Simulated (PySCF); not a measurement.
**Bond curve of SnS⁺**

Set-up: basis Sn cc-pVDZ-PP with ECP28, S cc-pV(D+d)Z; scalar-relativistic core potentials; PySCF 2.14. Energies in eV from Sn⁺ + S in their ground configurations at the same level. State: ²Π (doublet), unpaired electrons π ↑.

| R (Å) | revPBE | UHF-MP2 | UHF-CCSD(T) | PBE |
| --- | --- | --- | --- | --- |
| 2.061 | -1.778 | -1.389 |  | -2.049 |
| 2.157 | -2.486 | -2.067 | -2.023 | -2.740 |
| 2.253 | -2.894 | -2.434 | -2.410 | -3.131 |
| 2.325 | -3.055 | -2.560 | -2.553 | -3.282 |
| 2.397 | -3.124 | -2.592 | -2.603 | -3.342 |
| 2.469 | -3.123 | -2.552 | -2.582 | -3.331 |
| 2.565 | -3.041 | -2.414 | -2.476 | -3.238 |
| 2.685 | -2.852 | -2.147 | -2.260 | -3.037 |
| 2.829 | -2.553 | -1.648 | -1.929 | -2.725 |
| 3.020 | -2.120 | -0.906 |  | -2.274 |

Question: Put a parabola through the three lowest points of the revPBE curve and estimate Re, k and ωe (reduced mass 25.24 u; 1 eV/Å² = 0.16022 mdyn/Å; ωe = 1302.8·√(k/μ) cm⁻¹).

Answer: Through R = 2.325, 2.397, 2.469 Å the second-order coefficient is 6.75 eV/Å², so Re ≈ 2.432 Å, k ≈ 2.16 mdyn/Å and ωe ≈ 381 cm⁻¹. A polynomial fit of higher order to the unrounded revPBE energies gives Re = 2.431 Å, k = 1.91 mdyn/Å, ωe = 358 cm⁻¹; anharmonicity and rounding make the difference.

The higher-order fit for each curve: revPBE: Re = 2.431 Å, ωe = 358 cm⁻¹, De = 3.13 eV; UHF-MP2: Re = 2.390 Å, ωe = 392 cm⁻¹, De = 2.59 eV; UHF-CCSD(T): Re = 2.409 Å, ωe = 373 cm⁻¹, De = 2.60 eV; PBE: Re = 2.420 Å, ωe = 364 cm⁻¹, De = 3.35 eV.

Correlated steps freeze 9 core orbitals. Correlated levels converge slowly with the basis: in double zeta they bind strong bonds too weakly, by up to about 1 eV, and carry superposition errors of some tenths. ⟨S²⟩ of the unrestricted solution departs from its pure value on part of the curve, where spin states mix. Spin–orbit coupling is left out, which matters for elements this heavy, above all for dissociation energies. For an ion De counts to the pair picked by the measured ionisation energies or electron affinities, which need not be the lowest pair at this level. The state was picked by a PBE0 search and need not be the measured ground state.
